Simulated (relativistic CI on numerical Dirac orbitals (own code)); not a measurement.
## Energy levels of Zr33+

Calculated at this level of theory: Dirac-Coulomb-Breit CI, KLI orbitals optimised for each configuration, model QED (radiative potential, 1s self-energy scaled to tabulated hydrogen-like ionisation energies), unscaled Slater integrals (own radial code, finite nucleus).

CI space (outside the closed core 1s2): 2s2 2p3, 2s 2p4, 2p5, 2p4 3s, 2p4 3p, 2p4 3d, 2s2 2p2 3s, 2s2 2p2 3p, 2s2 2p2 3d, 2s 2p3 3s, 2s 2p3 3p, 2s 2p3 3d, 2s2 2p2 4s, 2s2 2p2 4p, 2s2 2p2 4d, 2s2 2p2 4f. Levels of other configurations are missing.

The lowest level is 2s2 2p3 2P°_3/2, with 40 % of that term; Hund's rules for 2s2 2p3 give 4S° with J = 3/2, of which the calculation keeps J, while another term leads.

```csv
No.,Configuration,Term,J,E (eV),%,jj configuration (%)
1,2s2 2p3,2P°,3/2,0.00,40,2p3/2 (96)
2,2s2 2p3,2D°,3/2,78.24,49,2p1/2 2p3/2^2 (97)
3,2s2 2p3,2D°,5/2,93.36,100,2p1/2 2p3/2^2 (100)
4,2s2 2p3,2P°,1/2,112.76,99,2p1/2 2p3/2^2 (99)
5,2s2 2p3,2P°,3/2,190.94,56,2p3/2^3 (98)
6,2s 2p4(3P),4P,5/2,222.90,85,2s 2p3/2^2 (96)
7,2s 2p4(3P),4P,1/2,265.39,55,2s 2p3/2^2 (87)
8,2s 2p4(3P),4P,3/2,265.72,51,2s 2p3/2^2 (79)
9,2s 2p4(3P),4P,3/2,322.12,48,2s 2p1/2 2p3/2^3 (84)
10,2s 2p4(1D),2D,5/2,342.87,85,2s 2p1/2 2p3/2^3 (96)
11,2s 2p4(3P),2P,1/2,365.07,50,2s 2p1/2 2p3/2^3 (80)
12,2s 2p4(3P),2P,3/2,377.11,65,2s 2p1/2 2p3/2^3 (95)
13,2s 2p4(3P),2P,1/2,461.04,47,2s 2p3/2^4 (88)
14,2p5,2P°,3/2,539.16,99,2p3/2^3 (99)
15,2p5,2P°,1/2,630.28,99,2p1/2 2p3/2^4 (99)
16,2p2(3P) 3s,4P,1/2,2381.05,54,2p1/2^2 3s (97)
17,2p2(3P) 3p,4D°,1/2,2425.15,43,2p1/2^2 3p1/2 (97)
18,2p2(3P) 3p,4D°,3/2,2456.95,28,2p1/2^2 3p3/2 (95)
19,2p2(3P) 3s,4P,3/2,2460.68,89,2p1/2 2p3/2 3s (99)
20,2p2(3P) 3s,2P,1/2,2466.13,69,2p1/2 2p3/2 3s (99)
21,2p2(1D) 3s,2D,5/2,2472.92,53,2p1/2 2p3/2 3s (97)
22,2p2(1D) 3s,2D,3/2,2477.04,57,2p1/2 2p3/2 3s (98)
23,2p2(3P) 3d,4F,3/2,2503.45,39,2p1/2^2 3d3/2 (97)
24,2p2(3P) 3p,4P°,1/2,2504.58,41,2p1/2 2p3/2 3p1/2 (98)
25,2p2(3P) 3p,4D°,3/2,2509.19,53,2p1/2 2p3/2 3p1/2 (97)
26,2p2(1S) 3d,2D,5/2,2516.71,25,2p1/2^2 3d5/2 (95)
27,2p2(1D) 3p,2F°,5/2,2518.04,37,2p1/2 2p3/2 3p1/2 (96)
28,2p2(3P) 3p,4D°,5/2,2531.76,51,2p1/2 2p3/2 3p3/2 (97)
29,2p2(3P) 3p,4S°,3/2,2533.44,35,2p1/2 2p3/2 3p1/2 (82)
30,2p2(3P) 3p,4P°,1/2,2534.98,41,2p1/2 2p3/2 3p3/2 (97)
```

Energies count from the lowest computed level; ° marks odd parity. Percentages are summed over parent terms; the parents shown are those of the largest component, closed shells are left out there. Filled j subshells are mostly left out of the jj labels.

The mean weight of the leading LS term, summed over parents, in these 30 levels is 58 %, and that of the leading jj configuration (from the same eigenvectors) 94 %, so jj coupling describes them better and the LS labels are nominal.

At this charge energies of transitions that change n are usually good to better than 1 %, and those within a shell (Δn = 0) to a few per cent.

LS names give the leading component of a level, which can be under half, so a name can repeat, a term be missing and a line seem to break the LS rules.
